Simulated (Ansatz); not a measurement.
Ansatz (a quantum-chemistry and plane-wave program) job for diantimony (Sb₂), SMILES [Sb]#[Sb], PBE0/def2-TZVPD. Geometry optimised at B3LYP-D3(BJ)/def2-TZVP. The def2 effective core potentials stand for the cores of Sb; spin–orbit coupling is left out.

Ansatz 0.2 input:
```yaml
crystal:
  periodic: [false, false, false]
  atoms:
    - {symbol: Sb, position_ang: [0.00000000, 0.00000000, -1.24397196]}
    - {symbol: Sb, position_ang: [0.00000000, 0.00000000, 1.24397196]}
basis:
  gaussian:
    orbitals: def2-TZVPD
hamiltonian:
  xc: {name: PBE0}
```

Log of the run:

```
WARN ansatz: RAYON_NUM_THREADS=1 ignored (pool sized by the plan → 1); use --threads N
Functional definition: PBE0
integrals: 0.04 GiB planned
966 factors; their error is unknown
mean field: 0.38 GiB planned
mean field evaluation 1: about -13075.6486 eV, gradient 1.2e1 eV
mean field evaluation 2: about -13075.6293 eV, gradient 1.4e1 eV
mean field evaluation 4: about -13075.9660 eV, gradient 4.1e-2 eV
mean field evaluation 8: about -13076.3119 eV, gradient 7.3e-3 eV
mean field -13076.31186413 eV, -480.5455975642 hartree, gradient 1.9e-5 eV, S^2 0.000000; 0 other end points of the search recorded, 0 dependent functions left out
reference -13076.31188503 eV, -480.5455983323 hartree; 23, 23 occupied and 89, 89 virtual orbitals, 966 factors
Total energy: -13076.31188503 eV, -480.5455983323 hartree
```

The calculation finished and met its thresholds.

Cost: roughly 1.8 core-seconds.
